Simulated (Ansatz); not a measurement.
Geometry optimisation, RKS PBE-D4/def2-SVP in Ansatz 0.2.0.

input.yaml

```yaml
crystal:
  periodic: [false, false, false]
  atoms:
    - { symbol: Si, position_ang: [-0.1484, 1.6282, 0.506] }
    - { symbol: O, position_ang: [0.9646, -0.0734, 0.8563] }
    - { symbol: H, position_ang: [0.3661, 2.084, -0.7741] }
    - { symbol: H, position_ang: [-1.3716, 1.4686, 1.2854] }
    - { symbol: H, position_ang: [0.6977, 2.3942, 1.4601] }
    - { symbol: H, position_ang: [-0.7896, -0.604, -1.0107] }
    - { symbol: F, position_ang: [-1.2345, 0.481, -0.7259] }
    - { symbol: H, position_ang: [0.648, -0.9807, 0.0125] }
    - { symbol: "N", position_ang: [0.0116, -1.6682, -0.9412] }
    - { symbol: H, position_ang: [0.7267, -0.3901, 1.7246] }
    - { symbol: H, position_ang: [0.5646, -1.8267, -1.7667] }
    - { symbol: H, position_ang: [-0.4351, -2.5127, -0.6264] }
basis:
  gaussian: { orbitals: def2-SVP }
hamiltonian:
  xc: pbe
  dispersion: d4
relax:
  f_tol: 0.15
  max_steps: 25
  restrain:
    - { distance: [0, 6], at: 1.68, k: 30.0 }
    - { distance: [5, 8], at: 1.02, k: 30.0 }
    - { distance: [7, 1], at: 0.97, k: 30.0 }
    - { distance: [0, 1], at: 3.07, k: 30.0 }
    - { distance: [5, 6], at: 2.18, k: 30.0 }
    - { distance: [7, 8], at: 2.32, k: 30.0 }
```

Command:

```bash
$ ansatz run input.yaml --threads 2 --pin off --max-ram 3072MiB --backend cpu --events-out ev --progress --plain --runs-dir out
```

Problem. Where does it end, and by what steps?

Solution. The forces met the threshold. The restraints hold the end off the free minimum. After 14 steps the energy has fallen by 1.173 eV (the restraints' own energy left out); H4 moved furthest, 1.68 Å. Parted: Si1–O2. Joined: O2–H8, H6–N9.

```csv
step,energy less start (eV),largest force component (eV/Å),accepted
0,0.0000,3.189,yes
1,0.5193,3.171,yes
2,1.3213,3.646,yes
3,1.2591,1.862,yes
4,0.8326,1.045,yes
5,0.3118,0.860,yes
6,-0.2171,0.878,yes
7,-0.6434,0.702,yes
8,-0.9072,0.500,yes
9,-0.9912,0.255,yes
10,-1.0251,0.331,yes
11,-1.0523,0.722,yes
12,-1.1073,0.457,yes
13,-1.1521,0.401,yes
14,-1.1731,0.353,yes
```

```xyz
12
Properties=species:S:1:pos:R:3
Si -0.526 1.952 0.559
O 1.508 -0.337 0.659
H 0.442 2.284 -0.533
H -1.643 2.959 0.561
H 0.099 1.926 1.918
H -0.782 -1.202 -1.061
F -1.248 0.483 0.241
H 0.941 -0.864 0.064
N -0.363 -2.058 -1.433
H 1.206 -0.637 1.539
H 0.535 -1.819 -1.868
H -0.170 -2.687 -0.645
```

Whether the end is a true minimum wasn't checked by a vibrational analysis.

Run time: 22 s on 2 threads of Intel(R) Xeon(R) Platinum 8375C CPU @ 2.90GHz (Ice Lake) (shared host), peak memory 0.16 GiB.
